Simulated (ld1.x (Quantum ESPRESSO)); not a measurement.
# What one change does to a pseudopotential (bromine, ultrasoft)

ld1.x (Quantum ESPRESSO) 7.5 input, shortened:

```
&input
   title='Br', zed=35., rel=1, dft='PW91', iswitch=3,
   config='[Ar] 3d10 4s2 4p4 4d-2'
 /
 &inputp
   pseudotype=3, tm=.true., lloc=-1, rcloc=1.00,
   nlcc=.true., new_core_ps=.true.
 /
5
4S  1  0   2.00   0.00  1.05  1.40  0.0
4S  1  0   0.00   0.70  1.05  1.40  0.0
4P  2  1   4.00   0.00  1.20  1.30  0.0
4P  2  1   0.00  -0.80  1.20  1.30  0.0
4D  3  2  -2.00   0.05  1.05  1.35  0.0
 &test
   configts(1)='4s2 4p4'
 /
```

All-electron outer shells of the reference configuration (PW91, scalar-relativistic, ld1.x):

```json
{"shell": "4s", "level (eV)": "-30.48", "outermost node (bohr)": "0.67", "outermost maximum (bohr)": "1.41"}
{"shell": "4p", "level (eV)": "-17.53", "outermost node (bohr)": "0.70", "outermost maximum (bohr)": "1.62"}
```

Change: core correction Bessel-smoothed model core inside 1.50 bohr.

Cutoffs: the cutoffs (Ry, on a coarse ladder) from which the occupation-weighted sum of valence levels, in a spherical-Bessel basis at the reference potential, stays within 10 and 1 mRy of its value at 400 Ry; they do not see the model core or the augmentation charge, which bear on the density cutoff. Errors are all-electron minus pseudo energies relative to the spin-unpolarised reference configuration.

Q: What does the change do?

A: The potential gets neither clearly harder nor softer (55 Ry and 60 Ry → 55 Ry and 60 Ry); both files keep a bound ghost (p, s); of the 7 tests that both files solve, the error grows in 0 and shrinks in 2 by more than 15 % and 0.3 meV (median size 7.9 → 6.8 meV). The default core radius of the base comes out at 1.07 bohr. A wider model core is smoother and lowers the density cutoff, which this test does not measure.

| quantity | base | changed |
| --- | --- | --- |
| cutoff, loose | 55 Ry | 55 Ry |
| cutoff, tight | 60 Ry | 60 Ry |
| bound ghosts | p, s | p, s |
| error for 4s2 4p5, meV [ΔE -12.61 eV] | +1.0 | +1.0 |
| error for 4s2 4p3, meV [ΔE 22.83 eV] | -7.9 | -7.8 |
| error for 4s2 4p2, meV [ΔE 56.91 eV] | -35 | -34 |
| error for 4s1 4p6, meV [ΔE -0.22 eV] | -5.6 | -0.5 |
| error for 4s2 4p4.5, meV [ΔE -7.51 eV] | +0.9 | +0.9 |
| error for 4s1 4p5, meV [ΔE 13.03 eV] | -12 | -6.8 |
| error for 4s2 4p1, meV [ΔE 103.05 eV] | -101 | -95 |
| s: phases at 1.55 bohr within 0.05 rad from the reference energy up to (Ry; the scan ends near 5) | to the end of the scan | to the end of the scan |
| p: phases at 1.55 bohr within 0.05 rad from the reference energy up to (Ry; the scan ends near 5) | to the end of the scan | to the end of the scan |
| d: phases at 1.55 bohr within 0.05 rad from the reference energy up to (Ry; the scan ends near 5) | 1.1 | 1.1 |
| lowest overlap eigenvalue by channel | s 0.41, p 0.44, d 1.00 | s 0.41, p 0.44, d 1.00 |

 A true bound ghost makes a file unfit for plane-wave use even where its test errors are small: the radial tests pick states by their node count and pass the ghost by.
